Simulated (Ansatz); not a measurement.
`B[CH](Cl)[GeH3]`, relaxed with RKS PBE0-D4/def2-TZVP in Ansatz 0.2.0 from a PBE-D4/def2-SVP geometry. The force threshold is 0.005 eV/Å; the program also tests the step.

Total charge 0; spin multiplicity 1.

Start:

```xyz
10

B    -0.310   -0.487    1.401
C     0.799   -0.074    0.435
Cl    1.926   -1.334   -0.197
Ge   -0.372    0.474   -1.147
H    -0.906    0.403    1.982
H    -0.678   -1.639    1.502
H     1.376    0.845    0.659
H     0.649    0.921   -2.220
H    -1.169   -0.756   -1.637
H    -1.316    1.648   -0.780
```

(1) By how much does the energy fall, and how many steps does the optimiser take? (Estimate.)

(2) Which bonds change most? (Best estimate.)

(3) Give the relaxed structure. (Estimate.)

Results:

(1) The calculation gave: 0.04 eV, in 17 steps, 2 of them rejected.

(2) The calculation gave: C2–Cl3 from 1.804 to 1.781 Å; C2–Ge4 from 2.043 to 2.020 Å; B1–H6 from 1.214 to 1.193 Å; B1–H5 from 1.218 to 1.198 Å.

(3) The calculation gave: 
```xyz
10

B    -0.312   -0.539    1.368
C     0.779   -0.045    0.433
Cl    1.991   -1.216   -0.142
Ge   -0.360    0.488   -1.148
H    -0.990    0.286    1.911
H    -0.562   -1.700    1.480
H     1.287    0.882    0.701
H     0.631    0.720   -2.292
H    -1.331   -0.648   -1.498
H    -1.133    1.772   -0.813
```
